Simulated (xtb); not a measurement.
C4H12Si2, SMILES C=C(C)[SiH2][SiH2]C. All values are semi-empirical tight-binding results from xtb (GFN2-xTB unless named), good for trends rather than for accurate numbers. The structure is a stationary point at GFN2-xTB. The structure was generated by enumeration, and PubChem lists no compound with its InChIKey, so it may never have been made. The values are those of a single conformer.

Optimised geometry:

Bonded distances (Å): C1–C2 1.325, C1–H7 1.081, C1–H8 1.077, C2–C3 1.499, C2–Si4 1.890, C3–H9 1.090, C3–H10 1.089, C3–H11 1.089, Si4–Si5 2.318, Si4–H12 1.471, Si4–H13 1.475, Si5–C6 1.900, Si5–H14 1.474, Si5–H15 1.472, C6–H16 1.086, C6–H17 1.086, C6–H18 1.086. Angles (°): C2–C1–H7 122.4, C2–C1–H8 121.8, H7–C1–H8 115.8, C1–C2–C3 121.2, C1–C2–Si4 122.8, C3–C2–Si4 116.0, C2–C3–H9 110.1, C2–C3–H10 111.6, C2–C3–H11 110.1, H9–C3–H10 108.7, H9–C3–H11 107.5, H10–C3–H11 108.7, C2–Si4–Si5 110.0, C2–Si4–H12 107.4, C2–Si4–H13 106.6, Si5–Si4–H12 114.2, Si5–Si4–H13 112.4, H12–Si4–H13 105.8, Si4–Si5–C6 110.6, Si4–Si5–H14 112.8, Si4–Si5–H15 113.3, C6–Si5–H14 107.0, C6–Si5–H15 107.6, H14–Si5–H15 105.2, Si5–C6–H16 111.6, Si5–C6–H17 111.2, Si5–C6–H18 111.2, H16–C6–H17 107.6, H16–C6–H18 107.6, H17–C6–H18 107.5.

Question: Estimate the properties. (Estimate from the structure and the level; the computed values follow.)

Answer: 
* **orbital gap**: 3.91 eV
* **dipole moment**: 0.46 D
* **zero-point energy**: 86.6 kcal/mol
* **G − E(el) at 298.15 K (modified RRHO)**: 64.0 kcal/mol
* **static polarisability (D4 model)**: 106.1 bohr³
* **solvation energy, GFN2-xTB/ALPB(water)**: -1.0 kcal/mol
* **solvation energy, GFN2-xTB/ALPB(acetonitrile)**: -4.8 kcal/mol

Question: Give the atomic charges and the Wiberg bond orders between heavy atoms. (An estimate is asked for; the answer gives what the named calculation found.)

Answer: charges (e) C1 -0.09, C2 -0.10, C3 -0.11, Si4 0.37, Si5 0.37, C6 -0.20, H7 0.02, H8 0.02, H9 0.03, H10 0.04, H11 0.03, H12 -0.11, H13 -0.11, H14 -0.11, H15 -0.11, H16 0.02, H17 0.02, H18 0.02. Bond orders C1–C2 1.95, C2–C3 1.04, C2–Si4 0.89, Si4–Si5 0.83, Si5–C6 0.91.
